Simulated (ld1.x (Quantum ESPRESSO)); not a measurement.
**Configuration tests for potassium (TM semilocal)**

K (Z = 19), norm-conserving Troullier–Martins (semilocal form), made with ld1.x (Quantum ESPRESSO) 7.5 (PBEsol, scalar-relativistic). Core [Ne] 3s2, reference 3p6 4s1 4p0. Waves: 4s (bound): rc 3.10 bohr; 3d channel at 0.05 Ry: rc 2.40 bohr; 4f channel at 0.15 Ry: rc 3.20 bohr; 3p (bound): rc 1.95 bohr. Local part: the p channel. Core correction: Bessel-smoothed model core inside 1.95 bohr.

Energies are relative to the spin-unpolarised reference configuration 3p6 4s1 4p0; without spin polarisation the order of configurations can differ from experiment. The frozen-core shift is the all-electron ΔE with the core orbitals held at their reference shape minus the fully relaxed ΔE.

**Question.** Give the all-electron excitation energy and the error of the potential for: 3p6 4s0 4p0; 3p6 4s0.5 4p0; 3p6 4s0 4p1; 3p5 4s1 4p0.

**Answer.**

| valence configuration | charge | ΔE all-electron (eV) | error AE − PS (meV) | frozen-core shift (meV) |
| --- | --- | --- | --- | --- |
| 3p6 4s0 4p0 | +1 | 4.217 | -0.8 | +0.7 |
| 3p6 4s0.5 4p0 | +0.5 | 1.621 | +0.3 | +0.1 |
| 3p6 4s0 4p1 | 0 | 1.517 | +1.9 | +0.3 |
| 3p5 4s1 4p0 | +1 | 24.896 | -108 | +125 |

Levels in the configuration 3p6 4s0 4p1:

```
level  all-electron (eV)  pseudo (eV)
   3p            -20.276      -20.212
   4p             -1.366       -1.367
```
